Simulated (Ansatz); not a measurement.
The same path of C$_{4}$H$_{12}$SSi (18 atoms, charge 0, multiplicity 1) was run twice with different band settings. The coordinate that changes most is the dihedral C4–C5–Si6–H16.

All numbers below come from Ansatz, RHF/STO-3G.

Relaxed end points:

```xyz
18
Properties=species:S:1:pos:R:3
C -2.997 0.061 0.196
C -1.886 -0.997 0.368
S -0.330 -0.371 1.032
C 0.305 0.463 -0.440
C 1.739 1.002 -0.215
Si 3.043 -0.302 0.109
H -3.213 0.551 1.141
H -2.709 0.823 -0.522
H -3.910 -0.408 -0.161
H -1.716 -1.495 -0.586
H -2.238 -1.759 1.062
H -0.343 1.295 -0.713
H 0.304 -0.224 -1.286
H 1.722 1.712 0.605
H 2.021 1.567 -1.099
H 2.896 -0.863 1.408
H 4.331 0.295 0.013
H 2.943 -1.339 -0.861
```

```xyz
18
Properties=species:S:1:pos:R:3
C -2.888 0.307 0.761
C -1.780 -0.745 0.984
S -0.112 -0.076 1.140
C 0.211 0.318 -0.594
C 1.668 0.797 -0.806
Si 2.992 -0.471 -0.426
H -2.896 1.036 1.567
H -2.747 0.838 -0.175
H -3.861 -0.176 0.730
H -1.818 -1.479 0.180
H -1.989 -1.279 1.909
H -0.468 1.098 -0.938
H 0.022 -0.557 -1.215
H 1.835 1.688 -0.209
H 1.766 1.105 -1.843
H 2.675 -1.707 -1.057
H 3.115 -0.681 0.975
H 4.239 -0.005 -0.929
```

Common settings: movable images 5; climbing image yes; spring 5.0 eV/Å²; start path IDPP; force threshold 0.05 eV/Å; iteration limit 60; end points relaxed.

| run | optimiser | largest step |
| --- | --- | --- |
| 1 | quadratic models (default) | default |
| 2 | fire | 0.5 Å |

(1) What does each run give, and how far can it be trusted?

Answers

(1) Run 1: converged after 4 iterations, highest image 0.057 eV above the first end. A vibrational analysis at the climbing image gives one clearly imaginary mode, 120i cm⁻¹: a first-order saddle point.
Run 2: converged after 34 iterations, highest image 0.057 eV above the first end. Another band between the same ends (5 images) ends at a top of the same energy, where a vibrational analysis finds 1 clearly imaginary mode.
Limits of this set-up: minimal basis.
